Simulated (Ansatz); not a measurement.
The first iterations of a band of CH6Si + FH + FH (12 atoms, charge 0, multiplicity 1).

The calculation used RKS CAM-B3LYP-D4/def2-mTZVP (Ansatz).

```
movable images  : 7
climbing image  : from the first iteration
spring          : 5.0 eV/Å²
optimiser       : fire
start path      : through a guess of the saddle point
force threshold : 0.05 eV/Å
iteration limit : 60
end points      : relaxed
```

Initial state:

```xyz
12
Properties=species:S:1:pos:R:3
Si -0.550 -1.091 -0.578
H 0.419 -1.370 0.532
H -0.469 -2.273 -1.462
H -1.887 -1.032 0.045
C -0.082 0.492 -1.442
H 0.401 1.431 2.051
F -0.194 1.987 1.577
H 1.027 -0.613 1.740
F 1.297 0.001 2.407
H -0.763 0.696 -2.268
H -0.127 1.333 -0.752
H 0.927 0.440 -1.852
```

Final state:

```xyz
12
Properties=species:S:1:pos:R:3
Si -1.299 -0.306 -0.276
H 2.050 -1.814 0.734
H -1.054 -1.758 -0.233
H -2.692 -0.028 -0.670
C -0.058 0.606 -1.302
H 0.330 0.813 1.928
F -1.161 0.223 1.269
H 2.031 -1.175 1.119
F 1.238 1.041 1.998
H -0.074 0.252 -2.335
H -0.263 1.677 -1.317
H 0.952 0.467 -0.916
```

| iteration | highest image above the first end (eV) | largest band force component (eV/Å) |
| --- | --- | --- |
| 1 | 1.665 | 2.539 |
| 2 | 1.586 | 1.682 |
| 3 | 1.531 | 2.942 |
| 4 | 1.525 | 1.703 |
| 5 | 1.516 | 1.019 |
| 6 | 1.507 | 1.259 |
| 7 | 1.506 | 1.192 |
| 8 | 1.505 | 1.060 |
| 9 | 1.503 | 0.871 |
| 10 | 1.501 | 0.755 |
| 11 | 1.498 | 0.723 |
| 12 | 1.495 | 0.740 |
| 13 | 1.491 | 0.765 |
| 14 | 1.490 | 0.751 |
| 15 | 1.489 | 0.724 |
| 16 | 1.488 | 0.685 |
| 17 | 1.486 | 0.639 |
| 18 | 1.483 | 0.588 |

**Question.** Does the band converge within its limit, and where does its top end?

**Answer.** It converged. It ended after 56 iterations with the highest image 1.400 eV above the first end. Neighbouring images differ by up to 1.5 eV, so the band resolves the path poorly. The order of the stationary point at the top wasn't checked. The orbitals stay closed-shell, which can raise the energy where a bond breaks towards radicals; this wasn't checked here.

Time of the run: 15 min on 4 threads of Arm Neoverse N1, with other jobs on the host, peak memory 0.27 GiB.
